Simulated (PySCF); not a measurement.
# Frontier levels across methods

Compound: Cl3Si(SH), Cl3HSSi.
Structure used (PBE0-D3(BJ)/def2-SVP), in Å, numbered top down from 1:
```
atom  x, y, z in Å
S1     1.4403   -0.5441   -0.8622
Si2   -0.4199   -0.0037   -0.0186
Cl3   -0.5908    2.0203    0.2339
Cl4   -1.8446   -0.6512   -1.3263
Cl5   -0.7291   -0.8729    1.8091
H6     2.1503    0.0557    0.1210
```

Basis pcSseg-2 throughout (PySCF), one geometry. Isolated species at its PBE0-D3(BJ)/def2-SVP geometry, gas phase.

Task: How do the orbital energies, the gap and the dipole change with the method?

Result: 
```json
{"method": "BLYP", "kind": "GGA", "HOMO (eV)": "-6.87", "LUMO (eV)": "-1.73", "gap (eV)": "5.14", "μ (D)": "1.19", "SCF cycles": "13"}
{"method": "B97-D", "kind": "GGA", "HOMO (eV)": "-7.03", "LUMO (eV)": "-1.76", "gap (eV)": "5.27", "μ (D)": "1.22", "SCF cycles": "14"}
{"method": "PBE", "kind": "GGA", "HOMO (eV)": "-7.06", "LUMO (eV)": "-1.84", "gap (eV)": "5.21", "μ (D)": "1.21", "SCF cycles": "14"}
{"method": "OPBE", "kind": "GGA", "HOMO (eV)": "-7.10", "LUMO (eV)": "-1.72", "gap (eV)": "5.38", "μ (D)": "1.23", "SCF cycles": "15"}
{"method": "KT2", "kind": "GGA", "HOMO (eV)": "-7.14", "LUMO (eV)": "-1.98", "gap (eV)": "5.16", "μ (D)": "1.23", "SCF cycles": "15"}
{"method": "KT3", "kind": "GGA", "HOMO (eV)": "-7.15", "LUMO (eV)": "-1.91", "gap (eV)": "5.24", "μ (D)": "1.21", "SCF cycles": "15"}
{"method": "BP86", "kind": "GGA", "HOMO (eV)": "-7.15", "LUMO (eV)": "-1.94", "gap (eV)": "5.21", "μ (D)": "1.21", "SCF cycles": "14"}
{"method": "LDA", "kind": "LDA", "HOMO (eV)": "-7.19", "LUMO (eV)": "-2.08", "gap (eV)": "5.11", "μ (D)": "1.27", "SCF cycles": "13"}
{"method": "B3LYP", "kind": "global hybrid", "HOMO (eV)": "-8.06", "LUMO (eV)": "-1.13", "gap (eV)": "6.93", "μ (D)": "1.24", "SCF cycles": "12"}
{"method": "B97-2", "kind": "global hybrid", "HOMO (eV)": "-8.09", "LUMO (eV)": "-0.93", "gap (eV)": "7.16", "μ (D)": "1.26", "SCF cycles": "12"}
{"method": "PBE0", "kind": "global hybrid", "HOMO (eV)": "-8.34", "LUMO (eV)": "-0.88", "gap (eV)": "7.46", "μ (D)": "1.26", "SCF cycles": "12"}
{"method": "mPW1PW91", "kind": "global hybrid", "HOMO (eV)": "-8.36", "LUMO (eV)": "-0.89", "gap (eV)": "7.47", "μ (D)": "1.26", "SCF cycles": "12"}
{"method": "BHandHLYP", "kind": "global hybrid", "HOMO (eV)": "-9.44", "LUMO (eV)": "0.19", "gap (eV)": "9.63", "μ (D)": "1.28", "SCF cycles": "12"}
{"method": "CAM-B3LYP", "kind": "range-separated hybrid", "HOMO (eV)": "-9.66", "LUMO (eV)": "0.23", "gap (eV)": "9.89", "μ (D)": "1.27", "SCF cycles": "12"}
{"method": "wB97X-D", "kind": "range-separated hybrid", "HOMO (eV)": "-10.20", "LUMO (eV)": "0.90", "gap (eV)": "11.10", "μ (D)": "1.26", "SCF cycles": "13"}
{"method": "LC-wPBE", "kind": "range-separated hybrid", "HOMO (eV)": "-11.11", "LUMO (eV)": "1.45", "gap (eV)": "12.57", "μ (D)": "1.30", "SCF cycles": "12"}
{"method": "HF", "kind": "Hartree–Fock", "HOMO (eV)": "-11.23", "LUMO (eV)": "2.59", "gap (eV)": "13.83", "μ (D)": "1.31", "SCF cycles": "10"}
```

The HOMO spans 4.36 eV, from BLYP down to HF, and the gap runs from 5.11 eV (LDA) to 13.83 eV (HF). Over the methods BLYP (0 %), B97-D (0 %), PBE (0 %), OPBE (0 %), KT2 (0 %), KT3 (0 %), BP86 (0 %), LDA (0 %), B3LYP (20 %), B97-2 (21 %), PBE0 (25 %), mPW1PW91 (25 %), BHandHLYP (50 %), HF (100 %), a straight line through the gap against the share of exact exchange rises by 0.87 eV for each 10 % (correlation coefficient 0.999). The dipole ranges from 1.19 D (BLYP) to 1.31 D (HF). This basis has no diffuse functions.

The vertical ΔSCF ionisation energy at B3LYP/def2-SVPD is 10.34 eV; −ε(HOMO) comes closest to it with wB97X-D (10.20 eV).
